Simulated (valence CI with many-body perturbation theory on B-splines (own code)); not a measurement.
**Energy levels of Pt⁶⁴⁺**

Method: relativistic CI+MBPT: four valence electrons over a frozen Dirac-Fock core [Ne], a basis of 11 s, 11 p, 10 d, 8 f, 5 g, 2 h functions for each j, with the one-electron correlation potential Σ1, the two-electron term Σ2, the three-electron term Σ3, Breit, model QED; selected CI, second order for the rest, scaled by the run's own slope (own B-spline code, finite nucleus).

No measured spectrum was set against this ion. As an estimate, large intervals hold to a few tenths of a per cent, small ones and those within an open d or f shell to about a per cent. Among the levels kept, up to 600 cm⁻¹ of a level comes from second order outside the variational space, and about a tenth of that is noise between levels of different J, which matters for small intervals.

Levels 1 to 45 of 168, with energies above the lowest level, (3s^2 3p1/2^2) J=0. "Leading %" is the weight of the configuration and term that name the level; weights of strongly mixed levels are sums over their largest components and can fall short. In the jj column 3d3/2^4 stands for four electrons in 3d with j = 3/2. Lifetimes count E1, E2, E3, M1 and M2 decay at the calculated energies, and are blank where another channel may lead or the interval is too uncertain; long ones can be off by a factor of two.

| No. | Configuration | Term | J | E (eV) | Leading % | Leading jj | Lifetime | g |
| --- | --- | --- | --- | --- | --- | --- | --- | --- |
| 1 | 3s²3p² | ³P | 0 | 0.0 | 68 | 3s^2 3p1/2^2 (100 %) |  |  |
| 2 | 3s²3p² | ³P | 1 | 450.4 | 100 | 3s^2 3p1/2 3p3/2 (100 %) | 1.75 ns | 1.487 |
| 3 | 3s²3p² | ¹D | 2 | 460.3 | 65 | 3s^2 3p1/2 3p3/2 (99 %) | 79.7 ns | 1.158 |
| 4 | 3s3p³ | ³P° | 2 | 634.5 | 47 | 3s 3p1/2^2 3p3/2 (97 %) | 31.1 ps | 1.513 |
| 5 | 3s3p³ | ³D° | 1 | 663.4 | 27 | 3s 3p1/2^2 3p3/2 (81 %) | 863 fs | 1.047 |
| 6 | 3s²3p3d | ³F° | 2 | 685.8 | 74 | 3s^2 3p1/2 3d3/2 (99 %) | 82.8 ps | 0.751 |
| 7 | 3s²3p3d | ³D° | 1 | 733.8 | 42 | 3s^2 3p1/2 3d3/2 (81 %) | 139 fs | 0.882 |
| 8 | 3s²3p3d | ³P° | 2 | 810.7 | 46 | 3s^2 3p1/2 3d5/2 (98 %) | 2.32 ps | 1.281 |
| 9 | 3s²3p3d | ³F° | 3 | 812.2 | 50 | 3s^2 3p1/2 3d5/2 (99 %) | 3.44 ps | 1.101 |
| 10 | 3s3p²3d | ³D | 1 | 874.5 | 45 | 3s 3p1/2^2 3d3/2 (99 %) | 15.2 ps | 0.447 |
| 11 | 3s3p²3d | ³D | 2 | 882.4 | 30 | 3s 3p1/2^2 3d3/2 (98 %) | 15.8 ps | 1.119 |
| 12 | 3s²3p² | ³P | 2 | 918.5 | 64 | 3s^2 3p3/2^2 (98 %) | 319 ps | 1.311 |
| 13 | 3s²3p² | ¹S | 0 | 940.2 | 67 | 3s^2 3p3/2^2 (98 %) | 482 ps |  |
| 14 | 3s3p²3d | ³D | 3 | 994.2 | 36 | 3s 3p1/2^2 3d5/2 (99 %) | 3.07 ps | 1.339 |
| 15 | 3s3p²3d | ³F | 2 | 1009.1 | 27 | 3s 3p1/2^2 3d5/2 (98 %) | 2.79 ps | 1.027 |
| 16 | 3s3p³ | ³D° | 2 | 1074.8 | 49 | 3s 3p1/2 3p3/2^2 (96 %) | 1.21 ps | 1.528 |
| 17 | 3s3p³ | ³D° | 3 | 1095.0 | 94 | 3s 3p1/2 3p3/2^2 (94 %) | 1.74 ps | 1.310 |
| 18 | 3s3p³ | ³P° | 0 | 1106.9 | 85 | 3s 3p1/2 3p3/2^2 (85 %) | 967 fs |  |
| 19 | 3s3p³ | ¹D° | 2 | 1122.4 | 54 | 3s 3p1/2 3p3/2^2 (70 %) | 469 fs | 1.083 |
| 20 | 3s3p³ | ³P° | 1 | 1123.1 | 32 | 3s 3p1/2 3p3/2^2 (81 %) | 570 fs | 1.267 |
| 21 | 3s3p³ | ³S° | 1 | 1135.4 | 31 | 3s 3p1/2 3p3/2^2 (97 %) | 198 fs | 1.335 |
| 22 | 3s²3p3d | ³F° | 3 | 1176.0 | 46 | 3s^2 3p3/2 3d3/2 (95 %) | 295 fs | 1.077 |
| 23 | 3s²3p3d | ³D° | 2 | 1181.9 | 38 | 3s^2 3p3/2 3d3/2 (68 %) | 130 fs | 1.056 |
| 24 | 3s²3p3d | ³P° | 1 | 1182.1 | 45 | 3s^2 3p3/2 3d3/2 (81 %) | 164 fs | 1.115 |
| 25 | 3s²3p3d | ³P° | 0 | 1183.3 | 85 | 3s^2 3p3/2 3d3/2 (85 %) | 198 fs |  |
| 26 | 3s²3p3d | ³F° | 4 | 1254.1 | 99 | 3s^2 3p3/2 3d5/2 (99 %) | 985 ps | 1.236 |
| 27 | 3s²3p3d | ³P° | 2 | 1265.0 | 43 | 3s^2 3p3/2 3d5/2 (97 %) | 3.80 ps | 1.222 |
| 28 | 3s²3p3d | ³D° | 3 | 1288.5 | 63 | 3s^2 3p3/2 3d5/2 (96 %) | 1.28 ps | 1.202 |
| 29 | 3s3p²3d | ⁵F | 2 | 1294.1 | 26 | 3s 3p1/2 3p3/2 3d3/2 (71 %) | 2.07 ps | 1.156 |
| 30 | 3s²3p3d | ¹P° | 1 | 1299.7 | 62 | 3s^2 3p3/2 3d5/2 (97 %) | 1.78 ps | 1.071 |
| 31 | 3s3p²3d | ⁵D | 0 | 1301.1 | 75 | 3s 3p1/2 3p3/2 3d3/2 (94 %) | 10.2 ps |  |
| 32 | 3s3p²3d | ⁵D | 1 | 1303.9 | 50 | 3s 3p1/2 3p3/2 3d3/2 (99 %) | 9.47 ps | 1.124 |
| 33 | 3s3p²3d | ⁵F | 3 | 1309.9 | 43 | 3s 3p1/2 3p3/2 3d3/2 (98 %) | 8.76 ps | 1.124 |
| 34 | 3p⁴ | ³P | 2 | 1316.3 | 32 | 3p1/2^2 3p3/2^2 (48 %) | 552 fs | 1.194 |
| 35 | 3s3p²3d | ³G | 4 | 1328.4 | 31 | 3s 3p1/2 3p3/2 3d3/2 (96 %) | 27.8 ps | 1.150 |
| 36 | 3p⁴ | ¹S | 0 | 1330.3 | 45 | 3p1/2^2 3p3/2^2 (69 %) | 451 fs |  |
| 37 | 3s3p²3d | ³F | 2 | 1343.1 | 56 | 3s 3p1/2 3p3/2 3d3/2 (87 %) | 488 fs | 0.909 |
| 38 | 3s3p²3d | ³D | 3 | 1350.5 | 32 | 3s 3p1/2 3p3/2 3d3/2 (95 %) | 281 fs | 1.247 |
| 39 | 3s3p²3d | ³P | 1 | 1355.3 | 30 | 3s 3p1/2 3p3/2 3d3/2 (98 %) | 258 fs | 1.673 |
| 40 | 3s3p²3d | ³D | 2 | 1358.2 | 24 | 3s 3p1/2 3p3/2 3d3/2 (85 %) | 184 fs | 1.359 |
| 41 | 3s3p²3d | ³G | 3 | 1360.0 | 43 | 3s 3p1/2 3p3/2 3d3/2 (98 %) | 263 fs | 0.952 |
| 42 | 3s3p²3d | ³D | 1 | 1361.5 | 46 | 3s 3p1/2 3p3/2 3d3/2 (98 %) | 220 fs | 0.804 |
| 43 | 3s3p²3d | ³D | 1 | 1388.9 | 44 | 3s 3p1/2 3p3/2 3d3/2 (95 %) | 129 fs | 0.964 |
| 44 | 3s3p²3d | ³F | 2 | 1389.7 | 28 | 3s 3p1/2 3p3/2 3d3/2 (72 %) | 141 fs | 0.961 |
| 45 | 3s3p²3d | ³P | 0 | 1393.4 | 52 | 3s 3p1/2 3p3/2 3d3/2 (55 %) | 168 fs |  |

The ionisation energy to 3s²3p ²P°1/2 of the next ion comes out as 7514.5 eV (NIST: 7512 ± 24 eV (theoretical)). All 168 levels together are meant to be complete up to 2104.2 eV.
